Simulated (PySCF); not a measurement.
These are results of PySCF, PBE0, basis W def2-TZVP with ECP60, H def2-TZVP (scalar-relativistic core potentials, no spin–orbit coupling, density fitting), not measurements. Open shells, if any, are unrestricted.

Problem. What spin state, shape and geometry does isolated WH₃ take (every ligand bound to W)?

Solution. Formally W is in oxidation state +3, d3, with 3 unpaired electrons (the high-spin count). The Mulliken spin on W is 3.35. The polar-tensor charge on W, 0.84, is far below the formal one. The lowest minimum found is a quartet of C3v symmetry with W–H 1.710 Å (×3); H–W–H 112.3° (×3). Its harmonic wavenumbers are 411 (a1), 710 (e), 1955 (e), 1978 (a1) cm⁻¹ and its dipole moment is 1.65 D.

This need not be the most stable arrangement of these atoms. Open d and f shells are described by one determinant, and the ground state may have another occupation or spin. No spin–orbit coupling is included, which matters more the heavier the element.
